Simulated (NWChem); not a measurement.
Species: C2H8OSi; SMILES [SiH2](OC)C

```xyz
12

Si     0.4810     0.4907    -0.0012
C     -0.5753     2.0251    -0.0009
O     -0.5471    -0.8225    -0.0001
C     -0.1249    -2.1549    -0.0011
H      1.3657     0.4442    -1.2121
H      1.3677     0.4451     1.2082
H      0.0549     2.9281    -0.0033
H     -1.2213     2.0526    -0.8915
H     -1.2180     2.0549     0.8919
H      0.4809    -2.4013    -0.8938
H     -1.0101    -2.8098    -0.0048
H      0.4757    -2.4042     0.8942
```
Atoms are numbered in this order, from 1.

Program: NWChem. All runs use the structure optimised with PBE0/def2-SVP. Level: PBE0/def2-SVP with SMD (1 M gas to 1 M solution), gas-phase geometry. Reactions with the solvent are ignored.

Question: Estimate the computed values for solvent toluene. Quantities: solvation free energy (kcal/mol); cavity-dispersion-structure term (kcal/mol); dipole in solution (D).

Answer: The solvation free energy (kcal/mol) is -1.6, the cavity-dispersion-structure term (kcal/mol) comes out as -0.4 and the dipole in solution (D) is 0.35.
